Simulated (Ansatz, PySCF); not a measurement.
Species: sum formula SiN₂H₅, charge 0, multiplicity 2. It need not be the lowest isomer of its formula. 
Structure (B3LYP-D3(BJ)/def2-TZVP (Ansatz, a program for electronic structure) minimum search):
```xyz
8

Si     0.0484    -0.5613    -0.0705
N      1.1643     0.6679    -0.5442
N     -1.2133     0.2419     0.7737
H     -0.3212    -1.2141    -1.3713
H      1.5779     1.2780     0.1444
H      1.7875     0.5122    -1.3217
H     -1.8014    -0.2263     1.4412
H     -1.5769     1.1391     0.4886
```
Charge 0, spin multiplicity 2.

Dipole moments at this geometry, in debye (magnitudes).

```json
[
 {"level": "SVWN5/def2-TZVPD", "program": "Ansatz", "dipole (D)": "1.23"},
 {"level": "B3LYP/def2-TZVPD", "program": "Ansatz", "dipole (D)": "1.07"},
 {"level": "M06-2X/def2-TZVPD", "program": "PySCF", "dipole (D)": "[?]"},
 {"level": "LC-wPBE/def2-TZVPD", "program": "Ansatz", "dipole (D)": "1.04"},
 {"level": "CCSD(T)/aug-cc-pV(D+d)Z", "program": "Ansatz", "dipole (D)": "[?]"}
]
```

**Question.** Some entries are withheld; supply them.

**Answer.** 
- M06-2X/def2-TZVPD, dipole (D): 0.89
- CCSD(T)/aug-cc-pV(D+d)Z, dipole (D): 1.05
